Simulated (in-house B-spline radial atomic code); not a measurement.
Computed with a B-spline radial atomic code. Model: two electrons, singlet ground state, non-relativistic, full CI in B-splines with partial waves to l = 8 (at full coupling up to 3e-4 hartree above the limit, correlation up to 0.6 % small), density held at that of full coupling by Lieb maximisation.

Along the adiabatic connection the electron repulsion is scaled by a coupling λ while a local potential keeps the density fixed. At λ = 0 the system is the Kohn-Sham one and W equals the exchange energy; the exchange-correlation energy is the area under W between 0 and 1. The kinetic energy rises with λ as the electrons avoid each other, with dT/dλ = −λ dW/dλ.

Command:
```bash
python run_ac.py task.json out
```
Settings (lengths in bohr, energies in hartree):
```
potential              gauss
strength               0.605
lmax                   8
second                 6.8
```

Cost of the run: 42 s on 1 thread of Intel(R) Xeon(R) Processor @ 2.30GHz, on a shared host.

**W = mean repulsion less Hartree energy, and W of three functionals.**

Given: confinement Gaussian well; well depth 0.605 hartree; well width 6.8 bohr; external potential -V exp(-r^2/w^2).

Computed: LDA exchange minus exact 35.021 millihartree; PBE exchange minus exact 10.102 millihartree.

| coupling | W xc (hartree) | W xc minus exchange (millihartree) | kinetic minus Kohn-Sham (millihartree) | LDA (PW92) W minus its exchange (millihartree) | PBE W minus its exchange (millihartree) | SCAN W minus its exchange (millihartree) |
| --- | --- | --- | --- | --- | --- | --- |
| 0 | -0.2414 | 0 | 0 | 0 | 0 | 0 |
| 0.02 | -0.24335 | -1.949 | 0.02 | -8.63 | -3.11 | -1.84 |
| 0.05 | -0.24614 | -4.735 | 0.12 | -16.56 | -7.18 | -4.43 |
| 0.12 | -0.25205 | -10.65 | 0.61 | -29.31 | -15.09 | -9.86 |
| 0.25 | -0.26121 | -19.81 | 2.29 | -45.01 | -26.38 | -18.34 |
| 0.4 | -0.26953 | -28.128 | 4.96 | -57.55 | -36.26 | -26.25 |
| 0.6 | -0.27799 | -36.586 | 9.15 | -69.62 | -46.3 | -34.64 |
| 0.8 | -0.2844 | -42.997 | 13.61 | -78.66 | -54.08 | -41.28 |
| 1 | -0.28942 | -48.018 | 18.11 | -85.79 | -60.36 | -46.67 |
| 1.4 | -0.2968 | -55.397 | 26.87 | -96.54 | -70 | -54.87 |
| 2 | ? | ? | ? | ? | ? | ? |
| 3 | ? | ? | ? | ? | ? | ? |
| 4.5 | -0.31778 | -76.373 | 80.47 | -130.48 | -101.4 | -78.2 |
| 7 | -0.32359 | -82.185 | 113.13 | -141.16 | -111.49 | -83.57 |
| 10 | -0.32753 | -86.128 | 146.14 | -148.81 | -118.76 | -86.63 |

**Question.** What belongs in the row 2?

**Answer.** W xc (hartree): -0.30408; W xc minus exchange (millihartree): -62.674; kinetic minus Kohn-Sham (millihartree): 39.08; LDA (PW92) W minus its exchange (millihartree): -107.63; PBE W minus its exchange (millihartree): -80.12; SCAN W minus its exchange (millihartree): -63.18.

**Question.** What belongs in the row 3?

**Answer.** W xc (hartree): -0.31144; W xc minus exchange (millihartree): -70.035; kinetic minus Kohn-Sham (millihartree): 57.15; LDA (PW92) W minus its exchange (millihartree): -119.54; PBE W minus its exchange (millihartree): -91.16; SCAN W minus its exchange (millihartree): -71.5.

**Question.** What is the SCAN exchange minus exact?

**Answer.** 0.82584 millihartree.

**Energy parts, natural occupations and partial-wave weights.**

Computed: exchange energy -0.2414 hartree; correlation energy -0.029907 hartree; kinetic part of the DFT correlation energy 0.018112 hartree; initial slope twice GL2 -0.099295 hartree; kinetic part over minus potential part 0.37718; Hartree energy 0.48281 hartree; Lieb Oxford ratio E_xc over LDA exchange 1.3146.

```
natural  occupation of the shell (electrons)
      s                               1.8569
      p                              0.13165
      s                            0.0097198
      d                            0.0010982
      p                                    ?
      f                           0.00011848
```

**Question.** What belongs in the row p?

**Answer.** occupation of the shell (electrons): 0.00035511.

| wave | weight |
| --- | --- |
| s | 0.93333 |
| p | 0.066009 |
| d | 0.00057381 |
| f | ? |
| g | 1.4022e-05 |

**Question.** What belongs in the row f?

**Answer.** weight: 6.5611e-05.

**Question.** What is the Kohn-Sham kinetic?

**Answer.** 0.13703 hartree.

**Question.** What is the total energy?

**Answer.** -0.5316 hartree.

Half-way to full coupling W has made 67 % of its drop, against 50 % for a straight line, and second-order (GL2) theory, half the initial slope, overshoots the correlation energy by about 66 %: correlation is strong. Over couplings 0 to 1 the errors in E_xc come to about +6.2 millihartree for LDA, +1.8 millihartree for PBE, +2.3 millihartree for SCAN, so PBE is nearest. In LDA and PBE the errors of exchange and correlation have opposite signs, so the sum is smaller than the larger of the two.
